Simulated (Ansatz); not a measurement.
```xyz
9

F    -2.457    1.292   -0.343
Si   -0.912    1.139   -0.673
O    -0.360   -0.126    0.190
Si    0.761   -1.151    0.720
Cl    1.578   -2.148   -0.857
Cl    2.235   -0.122    1.676
H    -0.777    0.856   -2.116
H    -0.227    2.375   -0.246
H     0.159   -2.114    1.649
```

Total charge 0; spin multiplicity 1.

Problem. List the PBE0/def2-TZVPP orbital energies in eV (the Gaussian-basis code of Ansatz). (An estimate is asked.)

Solution. Ansatz gave: Occupied: -2767.81, -2767.81, -1805.28, -1804.39, -674.09, -523.67, -259.68, -259.68, -197.95, -197.95, -197.83, -197.82, -197.82, -197.82, -147.32, -146.52, -102.03, -102.02, -101.94, -101.24, -101.20, -101.14, -33.53, -28.99, -23.94, -23.31, -17.46, -15.10, -13.73, -13.43, -13.24, -12.44, -12.29, -11.88, -11.19, -10.71, -10.11, -9.81, -9.61, -9.60, -9.33. Lowest empty: 0.28, 0.41, 0.50, 0.84, 1.32, 1.93, 2.33, 2.84.
